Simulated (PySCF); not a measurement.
## Radial density of Ta⁺ (tantalum, charge +1)

B97-3, [Xe] 4f14 5d2 6s2, high-spin 3F determinant (an excited configuration). All numbers are calculated (PySCF 2.14, the spin-free X2C one-electron Hamiltonian (Gaussian nucleus), in x2c-TZVPPall with one added diffuse shell each of s, p, d, f type (12s8p8d4f1g, 113 functions)).

```csv
r (bohr),4πr²ρ (e/bohr),4πr²(ρα − ρβ)
0.0139,100.6,-0.0005
0.0234,87.47,-0.0010
0.0394,112.7,0.0039
0.0663,129.4,0.0392
0.112,103.1,0.0921
0.188,113.3,0.0026
0.316,61.30,0.0971
0.531,62.40,0.0464
0.893,20.43,0.3013
1.50,7.472,1.1990
2.53,1.692,0.5798
4.25,0.4002,0.0584
7.15,0.003803,-0.0009
12.0,8.687e-05,0.0000
```

Densities and radii are taken from the X2C orbitals without a picture-change correction, which distorts them close to the nucleus.

Spin-orbit coupling, absent here, splits the open shell strongly.
